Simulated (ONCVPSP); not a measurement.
Transferability test, ONCV potential for Nb

- Element: Nb (Z = 41)
- Generator: ONCVPSP 4.0.1
- Type: optimised norm-conserving Vanderbilt (ONCV)
- Functional: LDA (Perdew-Zunger)
- Relativity: scalar-relativistic
- Frozen core: [Ar] 3d10
- Valence charge: 13
- Reference configuration: 4s2 4p6 4d4 (charge +1)
- Partial waves: 4s: rc 2.00 bohr, ncon 4, nbas 7, qcut 5.3 1/bohr, 1 projector; 4p: rc 1.20 bohr, ncon 5, nbas 10, qcut 6.3 1/bohr, 3 projectors, debl 2.6 Ha; 4d: rc 2.45 bohr, ncon 4, nbas 8, qcut 6.1 1/bohr, 2 projectors, debl 3.7 Ha
- Local potential: polynomial inside 1.20 bohr (lpopt 5, dvloc0 0 Ha)
- Core correction: Teter function fitted to the true core (icmod 2), fcfact 0.15

Energies are relative to the spin-unpolarised reference configuration 4s2 4p6 4d4; without spin polarisation the order of configurations can differ from experiment. Not all tests gave a result: 1 of 4 tests not solved or not reliable.

```json
{"valence configuration": "4s2 4p6 4d3", "charge": "+2", "ΔE all-electron (eV)": "14.276", "error AE − PS (meV)": "+4.8"}
{"valence configuration": "4s2 4p6 4d2", "charge": "+3", "ΔE all-electron (eV)": "39.210", "error AE − PS (meV)": "+44"}
{"valence configuration": "4s2 4p6 4d1", "charge": "+4", "ΔE all-electron (eV)": "76.299", "error AE − PS (meV)": "+181"}
```

Levels in the configuration 4s2 4p6 4d1:

| level | all-electron (eV) | pseudo (eV) |
| --- | --- | --- |
| 4s | -103.508 | -103.229 |
| 4p | -78.869 | -78.626 |
| 4d | -43.590 | -43.371 |

Note: ghosts flagged at negative energy: p at -261.2 eV, s at -17.0 eV; GHOST(+) flags only above 600 eV. A true bound ghost makes a file unfit for plane-wave use.
